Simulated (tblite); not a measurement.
Compound: 2-methyl-3-butenoic acid, C5H8O2.
Atom-mapped SMILES: `[CH2:1]=[CH:2][C@H:3]([CH3:4])[C:5](=[O:6])[OH:7]` (hydrogens: H8, H9 on C1; H10 on C2; H11 on C3; H12, H13, H14 on C4; H15 on O7)

Computed with GFN2-xTB (tblite), gas phase: Langevin dynamics at 300 K from the optimised GFN2-xTB geometry, time step 0.5 fs, friction 0.01 fs⁻¹, 2000 steps.

Start geometry:
```
atom  x, y, z in Å
C1      2.240    0.109    0.116
C2      1.077   -0.285   -0.363
C3     -0.239   -0.080    0.339
C4     -1.027   -1.388    0.417
C5     -0.997    0.943   -0.485
O6     -1.612    0.718   -1.491
O7     -0.876    2.175    0.026
H8      2.324    0.610    1.067
H9      3.160   -0.056   -0.419
H10     1.003   -0.780   -1.322
H11    -0.067    0.341    1.332
H12    -1.288   -1.720   -0.585
H13    -1.945   -1.246    0.982
H14    -0.429   -2.155    0.902
H15    -1.330    2.823   -0.536
```

The statistics below take the 31 frames saved every 25 fs from 250 to 1000 fs; their kinetic temperature (all 3N coordinates) averages 334 K.

Question: Give the mean, spread and extremes of the bond lengths.

Answer: 
| bond | start (Å) | mean (Å) | standard deviation (Å) | shortest (Å) | longest (Å) |
| --- | --- | --- | --- | --- | --- |
| C1=C2 | 1.319 | 1.323 | 0.015 | 1.286 | 1.355 |
| C2–C3 | 1.505 | 1.502 | 0.029 | 1.444 | 1.572 |
| C3–C4 | 1.528 | 1.548 | 0.029 | 1.499 | 1.618 |
| C3–C5 | 1.517 | 1.515 | 0.028 | 1.466 | 1.573 |
| C5=O6 | 1.200 | 1.202 | 0.012 | 1.179 | 1.224 |
| C5–O7 | 1.339 | 1.347 | 0.029 | 1.283 | 1.413 |
| C1–H8 | 1.078 | 1.087 | 0.037 | 1.028 | 1.173 |
| C1–H9 | 1.077 | 1.080 | 0.014 | 1.046 | 1.108 |
| C2–H10 | 1.081 | 1.085 | 0.028 | 1.032 | 1.136 |
| C3–H11 | 1.093 | 1.103 | 0.039 | 1.025 | 1.184 |
| C4–H12 | 1.087 | 1.097 | 0.040 | 1.007 | 1.203 |
| C4–H13 | 1.087 | 1.091 | 0.034 | 1.037 | 1.153 |
| C4–H14 | 1.087 | 1.089 | 0.038 | 1.018 | 1.152 |
| O7–H15 | 0.971 | 0.973 | 0.026 | 0.929 | 1.026 |

Question: Give the same statistics for bond angles, one of each kind among heavy atoms.

Answer: 
```
   angle  start (°)  mean (°)  standard deviation (°)  smallest (°)  largest (°)
C1–C2–C3      124.1     123.9                     3.4         115.6        129.2
C2–C3–C4      111.0     110.8                     3.8         101.9        117.9
C2–C3–C5      106.0     111.3                     3.9         103.4        118.9
C4–C3–C5      110.3     107.7                     4.9          97.8        117.2
C3–C5–O6      125.8     126.7                     3.2         119.3        132.2
C3–C5–O7      111.6     110.6                     3.1         105.2        117.1
O6–C5–O7      122.6     122.4                     2.2         118.9        127.7
```

Question: How far does each atom move about its mean position (frames aligned on the start, all atoms weighted alike), and what rms force does it feel?

Answer: 
```json
{"atom": "C1", "rms displacement (Å)": "0.16", "rms force (eV/Å)": "1.70"}
{"atom": "C2", "rms displacement (Å)": "0.13", "rms force (eV/Å)": "1.82"}
{"atom": "C3", "rms displacement (Å)": "0.11", "rms force (eV/Å)": "1.85"}
{"atom": "C4", "rms displacement (Å)": "0.11", "rms force (eV/Å)": "2.07"}
{"atom": "C5", "rms displacement (Å)": "0.10", "rms force (eV/Å)": "1.62"}
{"atom": "O6", "rms displacement (Å)": "0.24", "rms force (eV/Å)": "1.03"}
{"atom": "O7", "rms displacement (Å)": "0.20", "rms force (eV/Å)": "1.51"}
{"atom": "H8", "rms displacement (Å)": "0.37", "rms force (eV/Å)": "1.21"}
{"atom": "H9", "rms displacement (Å)": "0.22", "rms force (eV/Å)": "0.69"}
{"atom": "H10", "rms displacement (Å)": "0.32", "rms force (eV/Å)": "0.99"}
{"atom": "H11", "rms displacement (Å)": "0.19", "rms force (eV/Å)": "1.27"}
{"atom": "H12", "rms displacement (Å)": "0.38", "rms force (eV/Å)": "1.33"}
{"atom": "H13", "rms displacement (Å)": "0.29", "rms force (eV/Å)": "1.22"}
{"atom": "H14", "rms displacement (Å)": "0.34", "rms force (eV/Å)": "1.35"}
{"atom": "H15", "rms displacement (Å)": "0.28", "rms force (eV/Å)": "1.08"}
```

The displacements run from 0.10 to 0.38 Å, the largest at H12.

Question: Follow the torsions C1–C2–C3–C4 and C2–C3–C5–O6 through every second one of these frames.

Answer: 
```tsv
t (fs)	C1–C2–C3–C4 (°)	C2–C3–C5–O6 (°)
250	-116	22
300	-105	15
350	-91	11
400	-97	7
450	-84	17
500	-90	21
550	-115	34
600	-110	43
650	-104	39
700	-89	48
750	-89	34
800	-101	27
850	-122	27
900	-132	17
950	-130	18
1000	-130	19
```

Largest departure from the start value over all these frames: C1–C2–C3–C4 45° (start -129°), C2–C3–C5–O6 73° (start 80°).

The run is classical and short, so these are rough statistics of one trajectory.

What follows is the cost of the whole dynamics run. Time: 8.0 s wall. Hardware: one thread, x86-64 server, on a shared host.
